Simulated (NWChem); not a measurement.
**Atomisation of H₄AlAs**

```xyz
6

Al    -0.0562     1.6721     0.0000
As     0.0826    -0.7553     0.0000
H     -0.9542    -0.8679    -1.1128
H     -0.9542    -0.8679     1.1128
H     -0.0435     2.4621     1.3812
H     -0.0435     2.4621    -1.3812
```
Charge 0, spin multiplicity 1.

The numbers come from NWChem runs, not from measurements. Structure: optimised with PBE0/def2-SVP, a minimum by its harmonic frequencies. It is one conformer; others weren't searched.

Basis set: def2-TZVP. The atomisation energy is electronic alone: no zero-point, thermal, spin-orbit or counterpoise terms. No value is extrapolated to the basis-set limit. Free atoms are single determinants with multiplicities Al 2, As 4, H 2. Correlated methods freeze the same cores in atoms and molecule, 14 orbitals in all.

The cost column gives rough processor time relative to HF; each entry includes its own SCF. Costs are the molecule's.

The Hamiltonian is non-relativistic. B3LYP has NWChem's definition, with VWN1-RPA local correlation. GW and range-separated runs recompute their integrals, the others keep them in memory, which bears on the times. The structure started from a generated list of species. The stability of the SCF solutions was not checked. Open-shell Hartree-Fock references start from PBE0 orbitals; any time given for them includes that run. Coupled-cluster values serve here as a point of comparison, not as the truth.

| method | atomisation energy (kcal/mol) | relative cost |
|---|---|---|
| HF | 237.8 | 1 |
| LDA (SVWN5) | 374.4 | under 3 |
| B3LYP | ? | under 3 |
| PBE0 | 326.7 | under 3 |
| BLYP | 329.4 | under 3 |
| PBE | 328.4 | under 3 |
| MP2 | 310.5 | 3 |
| CAM-B3LYP | 335.3 | 10 |
| LC-wPBE (omega 0.3 per bohr) | ? | 10 |
| CCSD(T) | 319.6 | 20 |

### Question
Some entries are withheld; supply them.

### Answer

- B3LYP, atomisation energy (kcal/mol): 333.7
- LC-wPBE (omega 0.3 per bohr), atomisation energy (kcal/mol): 326.0
